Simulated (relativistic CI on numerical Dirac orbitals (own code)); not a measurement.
## Ligand-field terms of d2

Computed with a parametric ligand-field model of a d^n configuration (Racah B and C, spin-orbit zeta, crystal field), exact diagonalisation.

Field parameters in Wybourne normalisation: Oh B⁴₀ = 21Dq, B⁴₄ = √(5/14) B⁴₀; Td as Oh with Dq negative (B⁴₀ = 21Dq, B⁴₄ = √(5/14) B⁴₀). The field is a parameter set, without covalency.

(1) A d2 ion in Td symmetry has the ground term 3A2 and bands at 3T2 9100 cm⁻¹ (1099 nm), 3T1 15015 cm⁻¹ (666 nm), 1E 16023 cm⁻¹ (624 nm), 1T2 24712 cm⁻¹ (405 nm), 1A1 25402 cm⁻¹ (394 nm), 3T1 26085 cm⁻¹ (383 nm). Which parameters reproduce them?

(2) Ground term and bands for B = 800, C = 2960, ζ = 0 cm⁻¹, Td, 10Dq = -7350 cm⁻¹?

(3) A d2 ion in Oh symmetry has the ground term 3T1 and bands at 3T2 5596 cm⁻¹ (1787 nm), 3A2 12146 cm⁻¹ (823 nm), 1T2 14222 cm⁻¹ (703 nm), 1E 14964 cm⁻¹ (668 nm), 3T1 19642 cm⁻¹ (509 nm), 1T2 23099 cm⁻¹ (433 nm). Which parameters reproduce them?

(4) Ground term and bands for B = 850, C = 3040, ζ = 0 cm⁻¹, Oh, 10Dq = 14000 cm⁻¹?

(5) Ground term and bands for B = 660, C = 2990, ζ = 0 cm⁻¹, Oh, 10Dq = 17150 cm⁻¹?

Results:

(1) B = 920, C = 4590, ζ = 0 cm⁻¹, Td, 10Dq = -9100 cm⁻¹.

(2) Ground term 3A2 with 2.00 electrons in the two orbitals of the cubic e set. Spin-allowed: 3T2 7350 cm⁻¹ (1361 nm), 3T1 12224 cm⁻¹ (818 nm), 3T1 21826 cm⁻¹ (458 nm). Lowest spin-forbidden: 1E 11839 cm⁻¹ (845 nm), 1T2 18817 cm⁻¹ (531 nm), 1A1 19522 cm⁻¹ (512 nm). With an A2 ground term the first spin-allowed band lies at |10Dq| itself.

(3) B = 1000, C = 3920, ζ = 0 cm⁻¹, Oh, 10Dq = 6550 cm⁻¹.

(4) Ground term 3T1 with 0.05 electrons in the two orbitals of the cubic e set. Spin-allowed: 3T2 12591 cm⁻¹ (794 nm), 3T1 23932 cm⁻¹ (418 nm), 3A2 26591 cm⁻¹ (376 nm). Lowest spin-forbidden: 1T2 11692 cm⁻¹ (855 nm), 1E 12006 cm⁻¹ (833 nm), 1A1 24288 cm⁻¹ (412 nm).

(5) Ground term 3T1 with 0.03 electrons in the two orbitals of the cubic e set. Spin-allowed: 3T2 15830 cm⁻¹ (632 nm), 3T1 24411 cm⁻¹ (410 nm), 3A2 32980 cm⁻¹ (303 nm). Lowest spin-forbidden: 1T2 10289 cm⁻¹ (972 nm), 1E 10446 cm⁻¹ (957 nm), 1A1 22167 cm⁻¹ (451 nm).
